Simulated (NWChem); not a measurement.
System: C3H3Cl2F; SMILES CC(F)=C(Cl)Cl

The following NWChem deck was run.

```
start job
memory heap 200 mb stack 900 mb global 1100 mb
geometry units angstroms noautoz
  C     -1.193504     1.981376     0.000000
  C     -0.010166     1.091249     0.000000
  F      1.151776     1.741435     0.000000
  C      0.014551    -0.251669     0.000000
  Cl    -1.421294    -1.202459     0.000000
  Cl     1.495829    -1.119879     0.000000
  H     -1.170265     2.633223    -0.887990
  H     -1.170265     2.633223     0.887990
  H     -2.125956     1.407029     0.000000
end
basis spherical
  C library def2-svp
  F library def2-svp
  Cl library def2-svp
  H library def2-svp
end
dft
  xc b3lyp
  iterations 150
  mulliken
end
task dft energy
```

Geometry: optimised at PBE0/def2-SVP.

Q: Predict the main results of this run. (B3LYP/def2-SVP.) Quantities: energy (Ha); highest occupied level (eV); orbital gap (eV); dipole (D).

A: The energy (Ha) is -1135.91 and the highest occupied level (eV) comes out as -6.60. The orbital gap (eV) is 6.47 and the dipole (D) is 1.80.
